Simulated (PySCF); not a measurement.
C4H7BO2, SMILES C=C=COB(C)O. Coordinates come from a B3LYP-D3(BJ)/def2-SVP optimisation. The structure was generated by enumeration, and PubChem lists no compound with its InChIKey, so it may never have been made. The values are those of a single conformer.

Computed equilibrium geometry at B3LYP-D3(BJ)/def2-SVP (PySCF confirms it by a frequency run) as a Z-matrix (one conformer of several):
```
O
C 1 1.3710
C 2 1.3141 1 122.39
C 3 1.3088 1 152.47 2 179.94
B 1 1.3715 2 123.08 3 -179.99
O 5 1.3667 1 117.77 2 -0.98
H 6 0.9630 5 113.27 1 -179.80
H 2 1.0953 3 121.44 1 179.98
H 4 1.0974 3 121.67 8 90.11
H 4 1.0974 9 116.65 3 -179.66
C 5 1.5769 6 124.26 7 1.60
H 11 1.1002 5 111.35 6 -154.63
H 11 1.1026 12 108.60 5 -125.31
H 11 1.1052 12 106.91 13 -115.11
```
Charge 0, spin multiplicity 1.
